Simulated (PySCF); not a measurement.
Harmonic spectrum computed at PBE0 in the def2-TZVP basis family (core potentials from Rb on, PySCF, no spin–orbit coupling):

```json
{"ω (cm⁻¹)": "176", "IR (km/mol)": "2.7"}
{"ω (cm⁻¹)": "218", "IR (km/mol)": "26.1"}
{"ω (cm⁻¹)": "1134", "IR (km/mol)": "72.0"}
```

Which molecule gave it? In each, all ligands are bound to the one heavy central atom.
A. IWN (triplet)
B. IZrN (singlet)
C. IHfN (singlet)
D. IMoN (triplet)

A. It has Cs symmetry with W–I 2.615 Å, W–N 1.653 Å.
